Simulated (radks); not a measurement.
The numbers below are computed, except where a source is named.
Question: All-electron atom: Tm VII in [Kr] 4d10 4f11 5s2 5p4. Code: a radial shooting solver on a logarithmic mesh with Libxc functionals. Model: non-relativistic Kohn-Sham, LDA (Slater exchange, Perdew-Wang correlation), spin-polarised, spherical densities, point nucleus; open shells are filled with parallel spins first (spin-orbit coupling, left out, can overturn this in heavy ions); relativity is left out, which matters for an element this heavy. Some entries of the table are withheld. Estimate them.

orbital  occ.  eigenvalue (eV)  <r^2> (bohr^2)
1s up       1        -55128.05       0.0006458
1s down     1        -55127.86       0.0006458
2s up       1        -8993.994         0.01018
2s down     1        -8993.773         0.01018
2p up       3        -8598.046        0.007545
2p down     3        -8597.819        0.007545
3s up       1        -2079.037         0.06485
3s down     1        -2077.047         0.06480
3p up       3        -1898.401         0.06028
3p down     3        -1896.553         0.06023
3d up       5        -1560.545         0.04744
3d down     5        -1559.151         0.04738
4s up       1        -472.1340          0.3226
4s down     1        -468.9467          0.3227
4p up       3        -399.0775          0.3372
4p down     3        -395.8945          0.3373
4d up       5              (1)             (2)
4d down     5              (3)             (4)
5s up       1        -125.5117           1.697
5s down     1        -122.4837           1.714
5p up       3        -103.5061             (5)
5p down     1        -100.6463             (6)
4f up       7         -99.5675          0.5619
4f down     4         -96.2898          0.5653

Answer: 
(1) 4d up eigenvalue (eV): -267.0291
(2) 4d up <r^2> (bohr^2): 0.3748
(3) 4d down eigenvalue (eV): -263.8405
(4) 4d down <r^2> (bohr^2): 0.3749
(5) 5p up <r^2> (bohr^2): 1.993
(6) 5p down <r^2> (bohr^2): 2.024
